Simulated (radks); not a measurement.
Task: The mean radii <r> (bohr) of the occupied orbitals of an atom or ion are listed with their occupations. All-electron calculation, Dirac Kohn-Sham, BLYP, spin-unpolarised, spherical densities, finite nucleus; Fermi nuclear charge, rms radius of each element as measured or else 0.836 A^(1/3) + 0.57 fm. Program: a radial shooting solver on a logarithmic mesh with Libxc functionals.

| orbital | occ. | <r> |
|---|---|---|
| 1s1/2 | 2 | 0.1201 |
| 2s1/2 | 2 | 0.6076 |
| 2p1/2 | 1.66667 | 0.5705 |
| 2p3/2 | 3.33333 | 0.5724 |
| 3s1/2 | 1 | 2.015 |
| 3p1/2 | 0.333333 | 2.271 |
| 3p3/2 | 0.666667 | 2.275 |

Name the element and its charge. Open shells, if any, are shared by 2j + 1.

Result: Z = 13, aluminium, charge +2: Al2+ in [He] 2s2 2p5 3s1 3p1. The 1s radius gives Z: for a bare nucleus <r> = (2 gamma + 1)/(2Z) with gamma = sqrt(1 - (Z/c)^2), 0.115 bohr for Z = 13, and screening makes it slightly larger (0.1201 here). The occupations add up to 11, and the charge is Z minus that.
